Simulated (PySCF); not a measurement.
C4HCl2F, SMILES C#CC(F)=C(Cl)Cl.

Geometry: PBE-D3(BJ)/def2-SVP. This is a generated structure with no PubChem entry under its InChIKey; it may be hypothetical.

Calculation: PBE-D3(BJ)/def2-SVP (PySCF).

Frequencies are harmonic and unscaled.

### Question
List the normal modes with their intensities. (The exact figures need the calculation; the answer reports its results.)

### Answer

```json
[
 {"mode": "1", "ν (cm⁻¹)": "96", "IR (km/mol)": "0.8", "moving atoms (share of kinetic energy)": "Cl 37 %, C 30 %, F 26 %"},
 {"mode": "2", "ν (cm⁻¹)": "119", "IR (km/mol)": "0.8", "moving atoms (share of kinetic energy)": "C 52 %, Cl 32 %, H 11 %"},
 {"mode": "3", "ν (cm⁻¹)": "222", "IR (km/mol)": "2.1", "moving atoms (share of kinetic energy)": "F 42 %, Cl 41 %, C 15 %"},
 {"mode": "4", "ν (cm⁻¹)": "258", "IR (km/mol)": "0.8", "moving atoms (share of kinetic energy)": "C 69 %, F 20 %"},
 {"mode": "5", "ν (cm⁻¹)": "273", "IR (km/mol)": "1.2", "moving atoms (share of kinetic energy)": "Cl 64 %, C 29 %"},
 {"mode": "6", "ν (cm⁻¹)": "394", "IR (km/mol)": "0.1", "moving atoms (share of kinetic energy)": "C 93 %"},
 {"mode": "7", "ν (cm⁻¹)": "417", "IR (km/mol)": "2.1", "moving atoms (share of kinetic energy)": "F 35 %, Cl 35 %, C 29 %"},
 {"mode": "8", "ν (cm⁻¹)": "459", "IR (km/mol)": "6.1", "moving atoms (share of kinetic energy)": "Cl 51 %, C 46 %"},
 {"mode": "9", "ν (cm⁻¹)": "591", "IR (km/mol)": "15.5", "moving atoms (share of kinetic energy)": "C 56 %, H 43 %"},
 {"mode": "10", "ν (cm⁻¹)": "604", "IR (km/mol)": "7.0", "moving atoms (share of kinetic energy)": "C 54 %, F 32 %, Cl 12 %"},
 {"mode": "11", "ν (cm⁻¹)": "612", "IR (km/mol)": "27.0", "moving atoms (share of kinetic energy)": "C 62 %, H 36 %"},
 {"mode": "12", "ν (cm⁻¹)": "692", "IR (km/mol)": "25.5", "moving atoms (share of kinetic energy)": "H 77 %, C 23 %"},
 {"mode": "13", "ν (cm⁻¹)": "918", "IR (km/mol)": "91.1", "moving atoms (share of kinetic energy)": "C 85 %, Cl 9 %"},
 {"mode": "14", "ν (cm⁻¹)": "971", "IR (km/mol)": "155.3", "moving atoms (share of kinetic energy)": "C 76 %, F 16 %"},
 {"mode": "15", "ν (cm⁻¹)": "1265", "IR (km/mol)": "79.1", "moving atoms (share of kinetic energy)": "C 84 %, F 15 %"},
 {"mode": "16", "ν (cm⁻¹)": "1607", "IR (km/mol)": "18.4", "moving atoms (share of kinetic energy)": "C 99 %"},
 {"mode": "17", "ν (cm⁻¹)": "2148", "IR (km/mol)": "7.1", "moving atoms (share of kinetic energy)": "C 92 %, H 8 %"},
 {"mode": "18", "ν (cm⁻¹)": "3404", "IR (km/mol)": "104.0", "moving atoms (share of kinetic energy)": "H 86 %, C 14 %"}
]
```
